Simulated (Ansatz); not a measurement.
Harmonic frequencies (cm⁻¹) at PBE0-D4/def2-TZVP from Ansatz: 233, 248, 250, 272, 339, 392, 678, 890, 952, 1004, 1031, 1193, 1261, 1373, 1652, 2614, 2706, 3202.

Which molecule is it?
A. `N[SiH]1OC1=O`
B. `B/C(Br)=C\F`
C. `N#C/C=C/F`
D. `B[SiH](N)F`

B.
